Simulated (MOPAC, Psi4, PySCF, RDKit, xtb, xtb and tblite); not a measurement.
Two geometries of SMILES C#CC[SiH2]C(=O)OC, relaxed at GFN2-xTB with one dihedral held; other torsions can differ between them too.

Structure A

```
16

C     -4.0892     0.8886    -0.5624
C     -3.1201     0.3173    -0.1529
C     -1.9428    -0.3622     0.3348
Si    -0.3372     0.3168    -0.4583
C      0.2655     1.7422     0.6763
O      0.2629     1.7244     1.8835
O      0.7167     2.7762    -0.0404
C      1.2083     3.8997     0.6843
H     -4.9489     1.3765    -0.9121
H     -1.8894    -0.2421     1.4203
H     -2.0490    -1.4289     0.1246
H     -0.5315     0.8472    -1.8048
H      0.6945    -0.7265    -0.4197
H      0.4170     4.3169     1.3103
H      1.5349     4.6250    -0.0561
H      2.0405     3.5988     1.3238
```

Structure B

```
16

C     -3.8016     1.2337    -0.7984
C     -2.9540     0.5652    -0.2814
C     -1.9175    -0.2299     0.3344
Si    -0.1822     0.1518    -0.3940
C     -0.2299     1.9879    -0.9389
O      0.0378     2.9537    -0.2679
O     -0.6602     2.0654    -2.2020
C     -0.8464     3.3676    -2.7441
H     -4.5559     1.8135    -1.2394
H     -1.9195    -0.0216     1.4081
H     -2.1557    -1.2881     0.2084
H      0.0644    -0.6465    -1.5954
H      0.8381    -0.0341     0.6382
H     -1.5867     3.9132    -2.1559
H     -1.1920     3.2302    -3.7653
H      0.0950     3.9208    -2.7256
```

Problem. Which is lower in energy at the level PBE0-D3(BJ)/def2-SVP // GFN2-xTB (Psi4), and by how much?

Solution. A is lower, by 1.02 kcal/mol (dihedral C2–C3–Si4–C5: 90° in A, 30° in B).

E(B) − E(A) in kcal/mol at the other levels, on the same two geometries: GFN2-xTB (xtb and tblite) -0.08; MMFF94 // GFN2-xTB (RDKit) 2.44; PBE0/def2-SVP // GFN2-xTB (Psi4) 1.56; PBE/def2-SVP // GFN2-xTB (Psi4) 1.63; PBE-D3(BJ)/def2-SVP // GFN2-xTB (Psi4) 1.08; UFF // GFN2-xTB (RDKit) 1.82; AM1, restricted, heats of formation // GFN2-xTB (MOPAC) 1.95; PM6, restricted, heats of formation // GFN2-xTB (MOPAC) 1.58; GFN1-xTB // GFN2-xTB (xtb) 0.08; restricted B3LYP/6-31G*, spherical d, density fitting // GFN2-xTB (PySCF) 1.78.
